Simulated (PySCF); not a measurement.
## Energy of Os (osmium, neutral) between two integer charges

The 6s beta orbital of [Xe] 4f14 5d6 6s2 is emptied in steps (occupation f), with all orbitals relaxed, ending at [Xe] 4f14 5d6 6s1. Calculation: PySCF 2.14, in def2-TZVPPD with the def2 core potential (60 electrons); scalar relativity through the core potential. The exact energy is a straight line in f; departures are measured from the line between the end points of the same method.

```json
{"f": "1", "UHF (eV)": "0.000"}
{"f": "0.9", "UHF (eV)": "0.020"}
{"f": "0.7", "UHF (eV)": "0.045"}
{"f": "0.5", "UHF (eV)": "0.051"}
{"f": "0.3", "UHF (eV)": "0.041"}
{"f": "0.1", "UHF (eV)": "0.017"}
{"f": "0", "UHF (eV)": "0.000"}
```

```
method  E(f=0) − E(f=1) (eV)  −ε at f=1 (eV)  −ε at f=0.5 (eV)
   UHF                 6.504           6.728             6.495
```

Orbital energy along the path (eV):

| f | UHF |
| --- | --- |
| 1 | -6.728 |
| 0.9 | -6.676 |
| 0.7 | -6.580 |
| 0.5 | -6.495 |
| 0.3 | -6.418 |
| 0.1 | -6.348 |
| 0 | -6.316 |

Reference removal energy between the ground levels: 8.438 eV (measured; NIST Atomic Spectra Database, ionization energies). The calculation has no spin-orbit coupling. UHF lacks correlation.
